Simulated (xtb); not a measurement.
Cl3Sb, charge -1, doublet, at a GFN2-xTB geometry (a state made from the parent by changing its charge; the spin is typed, not shown lowest); GFN2-xTB in xtb.

The xtb input:
```
$ xtb coord --gfn 2 --chrg -1 --uhf 1 --json

# file coord
$coord
     -0.0161447807      -0.7495135501       0.0568130664  sb
     -5.0057479525      -0.6383726529       0.0840942109  cl
      0.0806556275       3.7443970926      -0.2838250153  cl
      4.9735266859      -0.8574837704       0.0292916053  cl
$end
```

Problem. What does xtb print? Leave out banner, timings and long lists.

Solution. 
```
   ID    Z sym.   atoms
    1   51 sb     1
    2   17 cl     2-4

           -------------------------------------------------
          |                Calculation Setup                |
           -------------------------------------------------

           -------------------------------------------------
          |                 G F N 2 - x T B                 |
           -------------------------------------------------

          ...................................................
          :                      SETUP                      :
          :.................................................:
          :  # basis functions                  40          :
          :  # atomic orbitals                  36          :
          :  # shells                           12          :
          :  # electrons                        27          :
          :  max. iterations                   250          :
          :  Hamiltonian                  GFN2-xTB          :
          :  restarted?                      false          :
          :  GBSA solvation                  false          :
          :  PC potential                    false          :
          :  electronic temp.          300.0000000     K    :
          :  accuracy                    1.0000000          :
          :  -> integral cutoff          0.2500000E+02      :
          :  -> integral neglect         0.1000000E-07      :
          :  -> SCF convergence          0.1000000E-05 Eh   :
          :  -> wf. convergence          0.1000000E-03 e    :
          :  Broyden damping             0.4000000          :
          :  net charge                         -1          :
          :  unpaired electrons                  1          :
          ...................................................

 iter      E             dE          RMSdq      gap      omega  full diag
   1    -16.1533308 -0.161533E+02  0.994E+00    2.21       0.0  T
   2    -16.2429212 -0.895904E-01  0.103E+01    2.64       1.0  T
   3    -16.2481486 -0.522740E-02  0.737E+00    2.54       1.0  T
   4    -16.2465918  0.155686E-02  0.559E+00    2.54       1.0  T
   5    -16.2417934  0.479839E-02  0.258E+00    2.37       1.0  T
   6    -16.2493736 -0.758024E-02  0.422E-01    2.46       1.0  T
   7    -16.2493464  0.272217E-04  0.246E-01    2.45       1.0  T
   8    -16.2494003 -0.538743E-04  0.137E-01    2.45       1.0  T
   9    -16.2494046 -0.434859E-05  0.301E-02    2.45       1.7  T
  10    -16.2494045  0.771540E-07  0.298E-02    2.45       1.7  T
  11    -16.2494051 -0.619029E-06  0.195E-02    2.45       2.6  T
  12    -16.2494050  0.162658E-06  0.227E-02    2.44       2.2  T
  13    -16.2494057 -0.685530E-06  0.267E-03    2.44      18.7  T
  14    -16.2494057 -0.676446E-08  0.222E-03    2.44      22.5  T
  15    -16.2494057 -0.592991E-08  0.107E-03    2.44      46.8  T
  16    -16.2494057 -0.274071E-08  0.858E-05    2.44     582.5  T
  17    -16.2494057  0.172271E-10  0.106E-04    2.44     471.5  T

   *** convergence criteria satisfied after 17 iterations ***

         :::::::::::::::::::::::::::::::::::::::::::::::::::::
         ::                     SUMMARY                     ::
         :::::::::::::::::::::::::::::::::::::::::::::::::::::
         :: total energy             -16.248339489495 Eh    ::
         :: gradient norm              0.000005409378 Eh/a0 ::
         :: HOMO-LUMO gap              2.444760682760 eV    ::
         ::.................................................::
         :: SCC energy               -16.249404398354 Eh    ::
         :: -> isotropic ES            0.133419216453 Eh    ::
         :: -> anisotropic ES          0.000971732914 Eh    ::
         :: -> anisotropic XC         -0.003415129554 Eh    ::
         :: -> dispersion             -0.004614691397 Eh    ::
         :: repulsion energy           0.001064908858 Eh    ::
         :: add. restraining           0.000000000000 Eh    ::
         :: total charge              -1.000000000000 e     ::
         :::::::::::::::::::::::::::::::::::::::::::::::::::::

           -------------------------------------------------
          |                Property Printout                |
           -------------------------------------------------

    * Orbital Energies and Occupations

         #    Occupation            Energy/Eh            Energy/eV
      -------------------------------------------------------------
         1        2.0000           -0.9168774             -24.9495
         2        2.0000           -0.8813771             -23.9835
         3        2.0000           -0.8768782             -23.8611
         4        2.0000           -0.6546248             -17.8132
         5        2.0000           -0.3108693              -8.4592
         6        2.0000           -0.3014473              -8.2028
         7        2.0000           -0.2978416              -8.1047
         8        2.0000           -0.2837616              -7.7215
         9        2.0000           -0.2617653              -7.1230
        10        2.0000           -0.2612472              -7.1089
        11        2.0000           -0.2594150              -7.0590
        12        2.0000           -0.2573193              -7.0020
        13        2.0000           -0.2413542              -6.5676
        14        1.0000           -0.1887567              -5.1363 (HOMO)
        15                         -0.0989134              -2.6916 (LUMO)
        16                         -0.0753761              -2.0511
        17                          0.1505073               4.0955
        18                          0.1685491               4.5865
        19                          0.1685936               4.5877
        20                          0.1699166               4.6237
        21                          0.1703867               4.6365
        22                          0.1801222               4.9014
        23                          0.1809194               4.9231
        24                          0.2185681               5.9475
        25                          0.2199904               5.9862
       ...                                ...                  ...
        36                          1.2206126              33.2146
      -------------------------------------------------------------
                  HL-Gap            0.0898433 Eh            2.4448 eV
             Fermi-level           -0.1794452 Eh           -4.8830 eV

     #   Z          covCN         q      C6AA      α(0)
     1  51 sb       2.298     0.405   377.547    37.667
     2  17 cl       0.742    -0.559   117.661    16.592
     3  17 cl       0.814    -0.287   108.212    15.913
     4  17 cl       0.742    -0.559   117.661    16.592

 Mol. C6AA /au·bohr⁶  :       2628.458940
 Mol. C8AA /au·bohr⁸  :     165181.983614
 Mol. α(0) /au        :         86.764657

Wiberg/Mayer (AO) data.
largest (>0.10) Wiberg bond orders for each atom

 ---------------------------------------------------------------------------
     #   Z sym  total        # sym  WBO       # sym  WBO       # sym  WBO
 ---------------------------------------------------------------------------
     1  51 sb   2.540 --     3 cl   1.114     2 cl   0.713     4 cl   0.713
     2  17 cl   0.786 --     1 sb   0.713
     3  17 cl   1.153 --     1 sb   1.114
     4  17 cl   0.786 --     1 sb   0.713
 ---------------------------------------------------------------------------

Topologies differ in total number of bonds
Writing topology from bond orders to xtbtopo.mol

molecular dipole:
                 x           y           z       tot (Debye)
 q only:       -0.012      -0.541       0.041
   full:       -0.015      -0.673       0.051       1.717
molecular quadrupole (traceless):
                xx          xy          yy          xz          yz          zz
 q only:      -25.615       0.774       9.502       0.240       0.497      16.113
  q+dip:      -27.980       0.824       9.335       0.272       0.703      18.645
   full:      -29.255       0.863       9.854       0.283       0.720      19.400

           -------------------------------------------------
          | TOTAL ENERGY              -16.248339489495 Eh   |
          | GRADIENT NORM               0.000005409378 Eh/α |
          | HOMO-LUMO GAP               2.444760682760 eV   |
           -------------------------------------------------

normal termination of xtb
```
